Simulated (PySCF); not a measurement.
ClH7OSi3, SMILES Cl[SiH2][SiH2]O[SiH3]. Heavy atoms are numbered as in [SiH3:1][O:2][SiH2:3][SiH2:4][Cl:5]. Hydrogens are named by the atom that carries them.

The structure is a stationary point at B3LYP-D3(BJ)/def2-SVP. The structure was generated by enumeration, and PubChem lists no compound with its InChIKey, so it may never have been made. The values are those of a single conformer.

Computed with PBE0/pcSseg-1 (PySCF).

GIAO shieldings, no solvent; atoms alike by connectivity are averaged. δ = σ(ref) − σ: ²⁹Si against TMS (σ = 352.7 ppm); ¹⁷O against H2O (σ = 334.2 ppm); ³⁵Cl against HCl (σ = 945.9 ppm); ¹H against TMS (σ = 31.56 ppm), references at their B3LYP-D3(BJ)/def2-TZVP geometries, non-relativistic (without spin–orbit terms, shifts of atoms bonded to Cl or Br come out too high).

| atoms | nucleus | count | δ (ppm) |
|---|---|---|---|
| Si4 (SiH2) | ²⁹Si | 1 | ___ |
| Si3 (SiH2) | ²⁹Si | 1 | -26.5 |
| Si1 (SiH3) | ²⁹Si | 1 | -32.5 |
| O2 | ¹⁷O | 1 | -1.2 |
| Cl5 | ³⁵Cl | 1 | ___ |
| H on Si4 | ¹H | 2 | ___ |
| H on Si3 | ¹H | 2 | 5.54 |
| H on Si1 | ¹H | 3 | ___ |

### Question
What belongs in the gaps? (Estimate from the structure and the level; the computed values follow.)

### Answer

- Si4 (SiH2), δ (ppm): -24.0
- H on Si4, δ (ppm): 5.61
- H on Si1, δ (ppm): 5.16
- Cl5, δ (ppm): -125.2
